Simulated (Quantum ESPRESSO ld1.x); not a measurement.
Q: Species: Yb I. Configuration: [Xe] 4f14 6s2. Calculated with ld1.x of Quantum ESPRESSO 7.5: scalar-relativistic Kohn-Sham, rPW86 exchange with PBE correlation, spin-unpolarised, spherical densities, point nucleus. Some entries of the table are withheld. Estimate them.

orbital,occ.,eigenvalue (hartree),<r> (bohr)
1s,2,-2251.44,0.01965
2s,2,-381.390,0.08330
2p,6,(1),0.07414
3s,2,-85.9917,0.2166
3p,6,(2),(3)
3d,10,-55.6823,0.1961
4s,2,-16.9399,0.4877
4p,6,-12.4527,0.5180
4d,10,-6.54569,(4)
5s,2,-2.01099,1.209
5p,6,-1.00281,1.456
6s,2,(5),(6)
4f,14,-0.10759,0.7932

A: 
(1) 2p eigenvalue (hartree): -336.028
(2) 3p eigenvalue (hartree): -72.3135
(3) 3p <r> (bohr): 0.2161
(4) 4d <r> (bohr): 0.5599
(5) 6s eigenvalue (hartree): -0.14954
(6) 6s <r> (bohr): 3.883
